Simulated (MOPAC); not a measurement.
Input file for MOPAC: PM6 on CH3BrSn (SMILES [CH3][Sn][Br]), a point of a torsion scan.

```
PM6 1SCF PRECISE CHARGE=0 THREADS=1
CH3BrSn

C     -0.72699753 1    -0.00769185 1    -0.01210001 1
Sn     1.10019466 1     1.33329733 1    -0.00867759 1
Br     2.76772971 1    -0.55768937 1    -0.17160420 1
H     -0.88983629 1    -0.42971328 1     0.98429527 1
H     -1.64456143 1     0.51698348 1    -0.28768980 1
H     -0.61147617 1    -0.85039367 1    -0.69790448 1
```

The log:

```
*******************************************************************************
 **                                                                           **
 **                              MOPAC v23.2.5                                **
 **                                                                           **
 *******************************************************************************
 ** MOPAC's Digital Object Identifier: https://doi.org/10.5281/zenodo.6511958 **
 **                                                                           **
 ** Please cite the open-source release paper for use of this MOPAC version:  **
 ** J. E. Moussa and J. J. P. Stewart (2026)                                  **
 ** MOPAC: An open-source semiempirical molecular orbital program             **
 ** J. Open Source Softw., 11(119), 8025, https://doi.org/10.21105/joss.08025 **
 *******************************************************************************

                              PM6 CALCULATION RESULTS

 *******************************************************************************
 *  PM6        - The PM6 Hamiltonian to be used
 *
 *
 *
 *                 CHARGE ON SYSTEM = 0
 *
 *
 *
 *  PRECISE    - TIGHTER CRITERIA TO BE USED
 *  1SCF       - DO 1 SCF AND THEN STOP
 *  THREADS=1  - MULTI-THREADING NOT USED
 *  T=         - A TIME OF 172800.0 SECONDS REQUESTED
 *  DUMP=N     - RESTART FILE WRITTEN EVERY 7200.0 SECONDS REQUESTED
 *******************************************************************************
PM6 1SCF PRECISE CHARGE=0 THREADS=1
 CH3BrSn

   ATOM   CHEMICAL          X               Y               Z
  NUMBER   SYMBOL      (ANGSTROMS)     (ANGSTROMS)     (ANGSTROMS)

     1       C         -0.72699753  *  -0.00769185  *  -0.01210001  *
     2      Sn          1.10019466  *   1.33329733  *  -0.00867759  *
     3      Br          2.76772971  *  -0.55768937  *  -0.17160420  *
     4       H         -0.88983629  *  -0.42971328  *   0.98429527  *
     5       H         -1.64456143  *   0.51698348  *  -0.28768980  *
     6       H         -0.61147617  *  -0.85039367  *  -0.69790448  *



          CARTESIAN COORDINATES

    NO.       ATOM           X           Y           Z

     1         C         -0.7270     -0.0077     -0.0121
     2        Sn          1.1002      1.3333     -0.0087
     3        Br          2.7677     -0.5577     -0.1716
     4         H         -0.8898     -0.4297      0.9843
     5         H         -1.6446      0.5170     -0.2877
     6         H         -0.6115     -0.8504     -0.6979

 General Reference for PM6:
 "Optimization of Parameters for Semiempirical Methods V: Modification of NDDO Approximations
 and Application to 70 Elements", J. J. P. Stewart, J. Mol. Mod., 13, 1173-1213 (2007)
 URL: https://link.springer.com/article/10.1007/s00894-007-0233-4

           Empirical Formula: C H3 Sn Br  =     6 atoms



      MOLECULAR POINT GROUP   :   C1


      RHF CALCULATION, NO. OF DOUBLY OCCUPIED LEVELS = 9


 -------------------------------------------------------------------------------
 PM6 1SCF PRECISE CHARGE=0 THREADS=1
 CH3BrSn



     1SCF WAS SPECIFIED, SO BFGS WAS NOT USED
     SCF FIELD WAS ACHIEVED


                              PM6 CALCULATION
                                                       MOPAC v23.2.5 Linux




          FINAL HEAT OF FORMATION =          5.03354 KCAL/MOL =      21.06035 KJ/MOL


          COSMO AREA              =        126.45 SQUARE ANGSTROMS
          COSMO VOLUME            =        119.93 CUBIC ANGSTROMS

          IONIZATION POTENTIAL    =          8.684276 EV
          HOMO LUMO ENERGIES (EV) =         -8.684 -1.484
          NO. OF FILLED LEVELS    =          9
          MOLECULAR WEIGHT        =        213.6287         POINT GROUP:  C1

          MOLECULAR DIMENSIONS (Angstroms)

            Atom       Atom       Distance
            H     5   Br     3     4.54276
           Sn     2    H     6     2.61143
            H     4   Sn     2     1.54964


          SCF CALCULATIONS        =          1





   ATOM   CHEMICAL          X               Y               Z
  NUMBER   SYMBOL      (ANGSTROMS)     (ANGSTROMS)     (ANGSTROMS)

     1       C         -0.72699753  *  -0.00769185  *  -0.01210001  *
     2      Sn          1.10019466  *   1.33329733  *  -0.00867759  *
     3      Br          2.76772971  *  -0.55768937  *  -0.17160420  *
     4       H         -0.88983629  *  -0.42971328  *   0.98429527  *
     5       H         -1.64456143  *   0.51698348  *  -0.28768980  *
     6       H         -0.61147617  *  -0.85039367  *  -0.69790448  *

                             CARTESIAN COORDINATES

   1    C       -0.726997530    -0.007691850    -0.012100010
   2   Sn        1.100194660     1.333297330    -0.008677590
   3   Br        2.767729710    -0.557689370    -0.171604200
   4    H       -0.889836290    -0.429713280     0.984295270
   5    H       -1.644561430     0.516983480    -0.287689800
   6    H       -0.611476170    -0.850393670    -0.697904480


           Empirical Formula: C H3 Sn Br  =     6 atoms



      MOLECULAR POINT GROUP   :   C1


                  EIGENVALUES
 -27.30271 -23.77885 -14.93347 -13.59679 -13.58242 -11.34173 -10.65026 -10.42835
  -8.68428  -1.48352  -0.16807   1.38975   5.87727   5.95945   7.08978 115.56179
 115.57107 115.65935 115.95918 115.96751


              NET ATOMIC CHARGES AND DIPOLE CONTRIBUTIONS

  ATOM NO.   TYPE          CHARGE      No. of ELECS.   s-Pop       p-Pop       d-Pop
    1          C          -0.760358        4.7604     1.12678     3.63358
    2         Sn           0.656393        3.3436     1.85980     1.48381
    3         Br          -0.396228        7.3962     1.98963     5.40410     0.00250
    4          H           0.166429        0.8336     0.83357
    5          H           0.163464        0.8365     0.83654
    6          H           0.170301        0.8297     0.82970
 DIPOLE           X         Y         Z       TOTAL
 POINT-CHG.    -1.646     4.660     0.334     4.953
 HYBRID        -0.649    -3.136    -0.128     3.205
 SUM           -2.295     1.524     0.206     2.763


          ATOMIC ORBITAL ELECTRON POPULATIONS

     Atom    s        px        py        pz      x^2-y^2     xz        z^2       yz        xy
    1  C   1.12678   1.22330   1.21821   1.19207
    2 Sn   1.85980   0.61252   0.77656   0.09472
    3 Br   1.98963   1.76551   1.71222   1.92638   0.00067   0.00011   0.00043   0.00010   0.00118
    4  H   0.83357
    5  H   0.83654
    6  H   0.82970

 **********************
 *                    *
 * JOB ENDED NORMALLY *
 *                    *
 **********************




 == MOPAC DONE ==
```

The run finished.

Cost: about 0.020 core-seconds (a rough figure).
